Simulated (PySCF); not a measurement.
PySCF 2.14 output of an unrestricted revPBE calculation on a single atom or ion in aug-cc-pwCVTZ-DK (10s9p7d4f3g, 127 functions), with scalar relativity by spin-free X2C-1e:

```
SCF conv_tol = 1e-09
number electrons alpha = 16  beta = 14
    Y. Zhang and W. Yang.,  Phys. Rev. Lett. 80, 890 (1998)
    J. P. Perdew, K. Burke, and M. Ernzerhof.,  Phys. Rev. Lett. 77, 3865 (1996)
    J. P. Perdew, K. Burke, and M. Ernzerhof.,  Phys. Rev. Lett. 78, 1396 (1997)
cycle= 1 E= -1795.4220855032  delta_E= -0.0258  |g|= 0.195  |ddm|= 0.442
cycle= 2 E= -1795.41163882264  delta_E= 0.0104  |g|= 0.377  |ddm|= 0.295
cycle= 3 E= -1795.4271734514  delta_E= -0.0155  |g|= 0.0213  |ddm|= 0.118
cycle= 4 E= -1795.42723669807  delta_E= -6.32e-05  |g|= 0.000355  |ddm|= 0.00682
cycle= 5 E= -1795.42723674209  delta_E= -4.4e-08  |g|= 9.84e-05  |ddm|= 0.00198
cycle= 6 E= -1795.42723674597  delta_E= -3.88e-09  |g|= 5.29e-05  |ddm|= 0.000403
cycle= 7 E= -1795.42723674667  delta_E= -6.96e-10  |g|= 1.32e-06  |ddm|= 6.97e-05
converged SCF energy = -1795.42723674667  <S^2> = 2.0034001  2S+1 = 3.0022659
```

The run itself started from symmetry-adapted Hartree-Fock orbitals and held the occupation by maximum overlap, on a logarithmic radial grid, so the iterations belong to that start.

Question: Which element, charge and spin multiplicity is this?

Answer: Zn (zinc, neutral), multiplicity 3; the state was [Ar] 3d9 4s2 4p1, one real determinant (an excited configuration).

⟨L²⟩ = 8.01 against 12 for a pure F term, so this real determinant mixes terms.
